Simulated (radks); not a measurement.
Results of a calculation; reference values are marked as such.
Hg II, configuration [Xe] 4f13 5d10 6s1 6p1 (not the ground configuration). Level of theory: scalar-relativistic Kohn-Sham, PBE, spin-polarised, spherical densities, finite nucleus; open shells are filled with parallel spins first (spin-orbit coupling, left out, can overturn this in heavy ions); Fermi nuclear charge, rms radius 5.4648 fm (a radial shooting solver on a logarithmic mesh with Libxc functionals).

X-ray form factor f0, the Fourier transform of the density (f0(0) = 79):

sin(theta)/lambda (1/angstrom),f0 (electrons)
0.05,77.988
0.1,75.314
0.15,71.703
0.2,67.738
0.25,63.750
0.3,59.915
0.4,53.013
0.5,47.252
0.6,42.490
0.8,34.980
1,29.069
1.25,23.324
1.5,19.300
2,14.888
